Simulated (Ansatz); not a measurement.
Gas-phase electronic energies from Ansatz, PBE0-D4/def2-TZVP geometries. CCSD(T)/CBS is the MP2 limit (def2-TZVPP, def2-QZVPP) plus CCSD(T) − MP2 in def2-TZVPP, frozen cores. This one scheme is used for every species. Functionals use def2-TZVPP. For Zn outer-core shells are correlated without core-valence functions, which leaves a few kJ/mol of doubt a bond. Scalar relativity is left out up to krypton. One conformer a species, not always the lowest.

Reaction (cleavage of the Zn–Al bond): `[F][Al]([F])[Zn][O][SiH3]` + H–F → `[F][Zn][O][SiH3]` + `[F][AlH][F]`

`[F][Al]([F])[Zn][O][SiH3]`:

```xyz
9

F    -1.690   -0.241    4.031
Al   -0.378   -0.700    3.152
F     0.712   -1.686    3.889
Zn   -0.068    0.034    0.868
O     0.164    0.626   -0.782
Si    0.285    0.516   -2.393
H     1.479   -0.284   -2.793
H    -0.918   -0.139   -2.984
H     0.414    1.874   -2.989
```

H–F:

Z-matrix (Å, degrees):
```
F
H 1 0.920
```

`[F][Zn][O][SiH3]`:

Cartesian coordinates in Å:
```
F 3.025 1.018 -1.929
Zn 1.489 0.755 -1.167
O -0.086 0.548 -0.441
Si -0.906 -0.364 0.629
H -2.307 0.124 0.699
H -0.916 -1.798 0.221
H -0.299 -0.283 1.988
```

`[F][AlH][F]`:

Cartesian coordinates in Å:
```
F 1.194 -0.888 0.646
Al -0.030 0.000 0.013
F 0.284 0.902 -1.318
H -1.449 -0.014 0.658
```

```json
{"species": "`[F][Al]([F])[Zn][O][SiH3]`", "r2SCAN0 energy (Eh)": "-2588.13611"}
{"species": "H–F", "r2SCAN0 energy (Eh)": "-100.43389"}
{"species": "`[F][Zn][O][SiH3]`", "r2SCAN0 energy (Eh)": "-2245.74772"}
{"species": "`[F][AlH][F]`", "r2SCAN0 energy (Eh)": "-442.82252"}
```

(1) Work out ΔE.

Largest T1 diagnostic among the species: 0.017.

## Answers

(1) ΔE = (-2245.74772) + (-442.82252) − (-2588.13611) − (-100.43389) = -0.00024 Eh = -0.01 eV. CCSD(T)/CBS gives -0.05 eV.

Leaving LDA and LC-ωPBE aside and taking each functional with its dispersion term where it has one, the values, not all of them listed here, spread over 0.25 eV, from B97M-V to PBE-D4. LDA lies +0.06 eV from PBE without D4. In def2-TZVPP, CCSD(T) changes the Hartree–Fock value by +0.17 eV (the triples alone add +0.03 eV) and MP2 by +0.14 eV. At CCSD(T), def2-SVP lies −0.10 eV from the extrapolated value and def2-TZVPP +0.01 eV.
